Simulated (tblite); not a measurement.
Species: C₄H₅F₃SSi.
SMILES with atom numbers: `[CH:1]#[C:2][SiH2:3][S:4][CH2:5][C:6]([F:7])([F:8])[F:9]` (hydrogens: H10 on C1; H11, H12 on Si3; H13, H14 on C5)

Computed with GFN2-xTB (tblite), gas phase: L-BFGS steps from a force-field or distance-geometry start until the largest atomic force falls under 0.01 eV/Å.

Step 26: E = -822.9536 eV
```
atom  x, y, z in Å  |  force x, y, z in eV/Å
C1      2.8035    0.8424   -0.5820   -0.003  -0.003   0.012
C2      2.1060   -0.1060   -0.3321   -0.005  -0.005   0.028
Si3     1.0565   -1.5708    0.0778    0.037   0.016  -0.002
S4     -0.4231   -0.9290    1.5420   -0.006   0.053  -0.011
C5     -1.0405    0.6453    0.8686    0.016  -0.016   0.013
C6     -1.8475    0.4580   -0.3953   -0.003   0.005  -0.003
F7     -2.4778    1.5956   -0.7399    0.003   0.014   0.002
F8     -1.0830    0.1270   -1.4497   -0.024  -0.014  -0.020
F9     -2.7904   -0.4810   -0.2916    0.000  -0.006  -0.029
H10     3.4262    1.6626   -0.8056   -0.053  -0.019   0.005
H11     0.3877   -2.0762   -1.1106   -0.028  -0.004  -0.016
H12     1.7890   -2.5634    0.8473    0.021   0.001   0.007
H13    -0.2110    1.3210    0.6567    0.009  -0.018   0.010
H14    -1.6962    1.0739    1.6275    0.037  -0.003   0.004
```

Step 27: E = -822.9541 eV
```
atom  x, y, z in Å  |  force x, y, z in eV/Å
C1      2.7987    0.8438   -0.5797   -0.003  -0.007   0.011
C2      2.1031   -0.1055   -0.3273    0.002   0.002   0.014
Si3     1.0553   -1.5731    0.0779    0.051   0.039   0.003
S4     -0.4252   -0.9309    1.5395   -0.018   0.058   0.005
C5     -1.0387    0.6457    0.8669    0.034  -0.028   0.027
C6     -1.8471    0.4579   -0.3961    0.001   0.016   0.009
F7     -2.4769    1.5964   -0.7379   -0.011   0.013  -0.010
F8     -1.0835    0.1283   -1.4518   -0.032  -0.017  -0.009
F9     -2.7895   -0.4816   -0.2912    0.006   0.006  -0.037
H10     3.4206    1.6644   -0.8054   -0.061  -0.027   0.012
H11     0.3891   -2.0793   -1.1103   -0.036  -0.009  -0.033
H12     1.7901   -2.5632    0.8470    0.025  -0.011   0.016
H13    -0.2068    1.3181    0.6539    0.009  -0.019   0.002
H14    -1.6900    1.0785    1.6275    0.032  -0.016  -0.011
```

Step 28: E = -822.9547 eV
```
atom  x, y, z in Å  |  force x, y, z in eV/Å
C1      2.7912    0.8458   -0.5760   -0.004  -0.010   0.009
C2      2.0983   -0.1045   -0.3199    0.010   0.006  -0.005
Si3     1.0543   -1.5760    0.0782    0.047   0.046   0.009
S4     -0.4290   -0.9333    1.5360   -0.018   0.043   0.027
C5     -1.0353    0.6459    0.8646    0.046  -0.030   0.030
C6     -1.8463    0.4582   -0.3969    0.005   0.028   0.018
F7     -2.4759    1.5976   -0.7351   -0.026   0.011  -0.021
F8     -1.0849    0.1302   -1.4551   -0.035  -0.017   0.005
F9     -2.7878   -0.4823   -0.2911    0.010   0.021  -0.039
H10     3.4111    1.6670   -0.8047   -0.058  -0.021   0.016
H11     0.3911   -2.0844   -1.1106   -0.037  -0.006  -0.039
H12     1.7920   -2.5633    0.8471    0.027  -0.021   0.024
H13    -0.1998    1.3130    0.6494    0.013  -0.018  -0.009
H14    -1.6798    1.0855    1.6273    0.020  -0.031  -0.025
```

**Question.** Estimate the geometry and energy of step 29. (The exact step hangs on the optimiser's Hessian estimate; all steps are aligned on step 28, rigid shifts and turns removed.)

**Answer.** E = -822.9553 eV, largest force 0.050 eV/Å
```
atom  x, y, z in Å  |  force x, y, z in eV/Å
C1      2.7829    0.8480   -0.5719   -0.005  -0.011   0.006
C2      2.0931   -0.1033   -0.3122    0.013   0.002  -0.021
Si3     1.0538   -1.5787    0.0785    0.019   0.024   0.015
S4     -0.4336   -0.9355    1.5328   -0.004   0.011   0.044
C5     -1.0307    0.6458    0.8625    0.043  -0.019   0.013
C6     -1.8453    0.4590   -0.3974    0.005   0.032   0.015
F7     -2.4753    1.5990   -0.7325   -0.032   0.010  -0.023
F8     -1.0869    0.1320   -1.4585   -0.027  -0.013   0.016
F9     -2.7856   -0.4826   -0.2916    0.007   0.031  -0.031
H10     3.3997    1.6697   -0.8035   -0.041   0.003   0.016
H11     0.3930   -2.0900   -1.1115   -0.028   0.005  -0.026
H12     1.7943   -2.5637    0.8475    0.024  -0.021   0.026
H13    -0.1917    1.3070    0.6443    0.022  -0.014  -0.019
H14    -1.6683    1.0928    1.6266    0.004  -0.040  -0.030
```

The energy changes by -0.0006 eV. The first-order estimate −F·Δx gives -0.0009 eV and the mean of the old and new forces, exact on a quadratic surface, -0.0006 eV. The step makes an angle of 79° with the force vector and moves no atom by more than 0.014 Å.

What follows is the cost of the whole relaxation. Time: 1.2 s wall. Hardware: an Arm Neoverse N1 with one thread, on a shared host.
